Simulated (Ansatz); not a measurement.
Reaction (cleavage of the Si–Si bond): `N[SiH2][SiH2][SiH3]` + `OB(O)Br` → `OB(Br)O[SiH3]` + `N[SiH2][SiH3]`

Isolated molecules relaxed with PBE0-D4/def2-TZVP in Ansatz; ΔE leaves out vibrations. CCSD(T)/CBS adds triple-zeta CCSD(T) − MP2 to the extrapolated MP2 energy (def2 sets, frozen cores). This one scheme is used for every species. DFT in def2-TZVPP. B3LYP here is the variant with VWN-RPA as its local correlation; programs differ in this. For Br outer-core shells are correlated without core-valence functions, which leaves a few kJ/mol of doubt a bond. Scalar relativity is left out up to krypton. Each species was taken in one conformer, which may not be the lowest.

```tsv
level	ΔE (kcal/mol)
PBE-D4	-13.7
B3LYP-D4	-19.8
ωB97X-V	-19.2
B2PLYP	-20.7
PBE	-13.8
HF/def2-TZVPP	-25.4
HF/def2-QZVPP	-26.0
SCS-MP2/def2-QZVPP	-22.7
```

(1) What does CCSD(T)/CBS give? (Best estimate.)

Largest T1 diagnostic among the species: 0.012.

## Answers

(1) Ansatz gave: -19.8 kcal/mol. The listed levels differ from it by 6.1, 0.0, 0.6, -0.9, 6.0, -5.6, -6.2, -2.9 kcal/mol.

In def2-TZVPP, CCSD(T) changes the Hartree–Fock value by +5.8 kcal/mol (the triples alone add +0.7 kcal/mol) and MP2 by +4.2 kcal/mol. From PBE to PBE0 (25 % exact exchange), in def2-TZVPP and without D4, ΔE moves by −1.6 kcal/mol.
